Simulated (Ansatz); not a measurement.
Gas-phase electronic energies from Ansatz, PBE0-D4/def2-TZVP geometries. CCSD(T)/CBS adds triple-zeta CCSD(T) − MP2 to the extrapolated MP2 energy (def2 sets, frozen cores). This one scheme is used for every species. DFT in def2-TZVPP. Each species was taken in one conformer, which may not be the lowest.

Reaction (ligand exchange at the Si–S bond): `F[Si](F)(F)S` + `O[SiH](O)O` → `O[SiH](O)O[Si](F)(F)F` + H₂S

| species | LC-ωPBE energy (Eh) |
| --- | --- |
| `F[Si](F)(F)S` | -987.85203 |
| `O[SiH](O)O` | -517.62890 |
| `O[SiH](O)O[Si](F)(F)F` | -1106.21387 |
| H₂S | -399.29385 |

Problem. Work out ΔE.

Solution. ΔE = (-1106.21387) + (-399.29385) − (-987.85203) − (-517.62890) = -0.02679 Eh = -16.8 kcal/mol. CCSD(T)/CBS gives -19.2 kcal/mol.

Largest T1 diagnostic among the species: 0.012.

From PBE to PBE0 (25 % exact exchange), in def2-TZVPP and without D4, ΔE moves by −2.2 kcal/mol. Leaving LDA and LC-ωPBE aside and taking each functional with its dispersion term where it has one, the values, not all of them listed here, spread over 7.7 kcal/mol, from BHLYP-D4 to revPBE-D4. LDA lies −1.4 kcal/mol from PBE without D4. In def2-TZVPP, CCSD(T) changes the Hartree–Fock value by +4.7 kcal/mol (the triples alone add +1.0 kcal/mol) and MP2 by +5.7 kcal/mol.
